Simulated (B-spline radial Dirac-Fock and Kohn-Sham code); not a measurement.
Atomic SCF run for Fe

ΔSCF core binding energies without Breit or QED terms, calculated with a B-spline atomic structure program. Keys: rel is the Hamiltonian (dirac, or spin-free x2c and nr, where L3 and M5 stand for the whole 2p and 3d shells), method is hf or an exchange,correlation pair (spin-unpolarised, also for the hole states), nuc the nuclear model, radius_factor scales its radius, rmax is the box in bohr, h the logarithmic mesh step, order the B-spline order, points the quadrature points per cell, c_factor scales the speed of light, and damp, ndamp, maxit and tol steer the iteration. The run stops when the commutator error falls below 10·tol·max(1, Z/10), or the numerical noise floor, and the energy has settled to about 1e-8 Ha; the virial ratio is −V/T.

Input (task.json):

```json
{"items": [{"Z": 26, "q": 0, "cfg": [[1, 0, 2], [2, 0, 2], [2, 1, 6], [3, 0, 2], [3, 1, 6], [3, 2, 6], [4, 0, 2]], "A": 56, "rrms": 3.7377, "do": "settings", "holes": ["K", "L3", "M5"],
  "settings": [{"rel": "dirac", "method": "hf", "nuc": "fermi", "radius_factor": 1.0, "rmax": 45.0, "h": 0.3, "order": 5, "points": 10, "c_factor": 1.0, "maxit": 60, "damp": 0.5, "ndamp": 3, "tol": 1e-08}]}]}
```

Command: `python xray2_run.py task.json out`

Ground-state iterations:

```
iter   energy (Ha)        error
   1    -1258.33798693  9.44e-01
   2    -1264.65562042  6.47e-01
   3    -1270.77997721  1.65e-01
   4    -1271.32015190  6.72e-02
   5    -1271.38252576  1.48e-02
   6    -1271.38813167  1.58e-02
   7    -1271.39151757  3.18e-03
   8    -1271.39182674  9.66e-04
   9    -1271.39184694  6.32e-05
  10    -1271.39184717  9.73e-06
  11    -1271.39184718  9.45e-07
  12    -1271.39184718  7.33e-08
```

The ground state converged in 12 iterations, with total energy -1271.39185 Ha, virial ratio 1.98564 and highest orbital energy -7.18 eV. ΔSCF binding energies: K (1s) 7135.5 eV, L3 (2p3/2) 722.9 eV. Holes are computed only in closed shells, and unreliable hole states are left out.
